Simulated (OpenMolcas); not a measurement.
## Fe5+, Ru5+, Os5+: d³ down the group

| Item | Value |
| --- | --- |
| Program | OpenMolcas 26.06 |
| Method | SS-CASPT2, IPEA 0.25 Eh, imaginary shift 0.1 Eh |
| Basis | ANO-RCC-VTZP |
| Scalar Hamiltonian | DKH2, point nucleus |
| Spin-orbit coupling | state interaction with AMFI integrals over the reference wave functions, term energies averaged over their components |

Active space for each ion: 3 electrons in 10 orbitals (d d); closed shells correlated by CASPT2: Fe5+ 3s 3p; Ru5+ 4s 4p; Os5+ 5s 5p.

Computed levels in cm-1 above ⁴F_3/2:

```csv
Level,Fe5+,Ru5+,Os5+
⁴F_5/2,545,1430,6530
⁴F_7/2,1279,3160,11670
⁴F_9/2,2170,5040,15030
⁴P_1/2,19650,13600,17180
⁴P_5/2,20540,15840,25640
²G_7/2,21330,15920,23410
²G_9/2,22080,17000,37890
²P_1/2,27450,20090,29340
²H_9/2,29730,22410,24710
weight of ⁴F in the lowest level (%),100,98,82
```

Mixed levels, with the weight of the term that names them: Ru5+ ²G_9/2 (74 %), Os5+ ⁴F_9/2 (57 %), Os5+ ⁴P_1/2 (66 %), Os5+ ²G_9/2 (57 %), Os5+ ²P_1/2 (66 %), Os5+ ²H_9/2 (56 %).

Measured, with the error of the calculation in %. Measured levels: Fe5+ from Corliss and Sugar, J. Phys. Chem. Ref. Data 11, 135 (1982); Os5+ from the list in Brasseur, Palmeri and Quinet, Atoms 13, 11 (2025).

```csv
Level,Fe5+,Os5+
⁴F_5/2,511 (+6.6),6397 (+2.0)
⁴F_7/2,1188 (+7.6),11444 (+2.0)
⁴F_9/2,2001 (+8.7),14678 (+2.4)
⁴P_1/2,18738 (+4.9),16772 (+2.4)
⁴P_5/2,19611 (+4.7),24828 (+3.3)
²G_7/2,20616 (+3.5),22920 (+2.2)
²G_9/2,21315 (+3.6),37019 (+2.4)
²P_1/2,26496 (+3.6),28860 (+1.7)
²H_9/2,28724 (+3.5),24028 (+2.8)
```

The fine-structure level ⁴F_9/2 changes by a factor of 6.93 from Fe5+ to Os5+.

Without spin-orbit coupling ⁴P lies 18960, 12040, 11670 cm-1 above ⁴F in that order; the difference to the level ⁴P_1/2, of either sign, comes from spin-orbit coupling, which also lowers the zero.

Term energies are means over components that CASPT2 splits; among the terms shown or strongly mixed into the levels shown the widest spread is 710 cm-1 (4d³ ⁴F, Ru5+). Active for correlation alone: 4d; no level in the range computed is led by a configuration that fills it, so any true level of that kind is missing (holds for Fe5+). Active for correlation alone: 5d; no level in the range computed is led by a configuration that fills it, so any true level of that kind is missing (holds for Ru5+). Active for correlation alone: 6d; no level in the range computed is led by a configuration that fills it, so any true level of that kind is missing (holds for Os5+). Computed and measured levels are paired by configuration, term and J; levels that our copy of the source lacks, or whose pairing is in doubt (as where it misses far off the trend of its configuration), stay unpaired and out of the deviations. Only configurations of the active space appear.
